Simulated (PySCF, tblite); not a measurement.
Isomers of C5H7F2 (doublet state), one GFN2-xTB conformer each. Single-point energies are computed at B3LYP/pcH-1 (PySCF, gas phase, no added dispersion term), electronic only. GFN2-xTB treats the open shell by occupation alone, and not every SCF solution was tested for stability.

| SMILES | GFN2-xTB relative energy (kJ/mol) |
| --- | --- |
| F[C]1CCC[C@@H]1F | 0.0 |
| F[C@@H]1CC[CH][C@@H]1F | 23.9 |

Conformers: `[F:1][C:2]1[CH2:3][CH2:4][CH2:5][C@@H:6]1[F:7]` (doublet state) with F1–C2–C3–C4 168°, C2–C3–C4–C5 -29°, C3–C4–C5–C6 36°, C4–C5–C6–F7 91°; `[F:1][C@@H:2]1[CH2:3][CH2:4][CH:5][C@@H:6]1[F:7]` (doublet state) with F1–C2–C3–C4 -81°, C2–C3–C4–C5 -29°, C3–C4–C5–C6 10°, C4–C5–C6–F7 135°.

Task: What does B3LYP/pcH-1 give for the same structures?

Result: 
```tsv
SMILES	B3LYP/pcH-1 E (Eh)	B3LYP/pcH-1 (kJ/mol)	GFN2-xTB (kJ/mol)	point group
F[C]1CCC[C@@H]1F	-394.39406	0.0	0.0	C1
F[C@@H]1CC[CH][C@@H]1F	-394.38793	16.1	23.9	C1
```

Both levels put the same isomer lowest. Neighbours under 21 kJ/mol apart (F[C]1CCC[C@@H]1F and F[C@@H]1CC[CH][C@@H]1F) can change places with a better method, another conformer or zero-point energy.

Task: What happens when harmonic zero-point energies from GFN2-xTB frequencies are added?

Result: 
```tsv
SMILES	ZPE (kJ/mol)	electronic (kJ/mol)	with ZPE (kJ/mol)
F[C]1CCC[C@@H]1F	285.4	0.0	0.0
F[C@@H]1CC[CH][C@@H]1F	281.6	16.1	12.2
```

The zero-point energies span 3.8 kJ/mol. The order is unchanged.
